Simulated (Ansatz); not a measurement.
Ansatz (a program for electronic structure) input (CAM-B3LYP/def2-TZVPD):

Ansatz 0.2 input:
```yaml
crystal:
  periodic: [false, false, false]
  atoms:
    - {symbol: N, position_ang: [2.22155712, 0.91867855, -0.00107614]}
    - {symbol: Si, position_ang: [1.09844646, -0.35755396, -0.23165566]}
    - {symbol: N, position_ang: [-0.38694259, 0.01131538, 0.56484415]}
    - {symbol: Si, position_ang: [-2.01289111, -0.12396072, -0.00832193]}
    - {symbol: H, position_ang: [2.04934507, 1.85380526, -0.33411920]}
    - {symbol: H, position_ang: [3.20586502, 0.72767890, 0.09221136]}
    - {symbol: H, position_ang: [1.79701423, -1.54967349, 0.30869653]}
    - {symbol: H, position_ang: [0.69329111, -0.63023716, -1.63279987]}
    - {symbol: H, position_ang: [-0.28876240, 0.28671781, 1.53408582]}
    - {symbol: H, position_ang: [-1.99488311, -0.05044995, -1.48543773]}
    - {symbol: H, position_ang: [-2.82553333, 0.98689117, 0.54537593]}
    - {symbol: H, position_ang: [-2.67641339, -1.39348475, 0.38529750]}
basis:
  gaussian:
    orbitals: def2-TZVPD
hamiltonian:
  xc: {name: CAM-B3LYP}
total_charge: 1
magnetization: {spin_polarized: true, initial_magnetization: 1}
```

End of the output:

```
1334 factors; their error is unknown
integrals: 0.26 GiB planned
590 factors; integrals over basis functions are off by at most 5.9e-6 eV
0.37 GiB of the device are held for the grids
1.66 GiB of device memory are held for the factors and their scratch space
mean field: 1.45 GiB planned
mean field evaluation 1: about -18839.1385 eV, gradient 7.1e1 eV
mean field evaluation 2: about -18802.9941 eV, gradient 1.0e2 eV
mean field evaluation 4: about -18855.3591 eV, gradient 2.7e1 eV
mean field evaluation 8: about -18859.1481 eV, gradient 7.3e-1 eV
mean field evaluation 16: about -18859.1655 eV, gradient 2.1e-1 eV
mean field evaluation 32: about -18858.9796 eV, gradient 7.6e-1 eV
mean field -18859.16561365 eV, -693.0615531002 hartree, gradient 3.2e-5 eV, S^2 0.761404; 2 other end points of the search recorded, 0 dependent functions left out
reference -18859.16576592 eV, -693.0615586959 hartree; 25, 24 occupied and 207, 208 virtual orbitals, 1334 factors
Total energy: -18859.16576592 eV, -693.0615586959 hartree
```

This state (charge 1, doublet) is run at the relaxed geometry of the species with charge 0 and multiplicity 1.
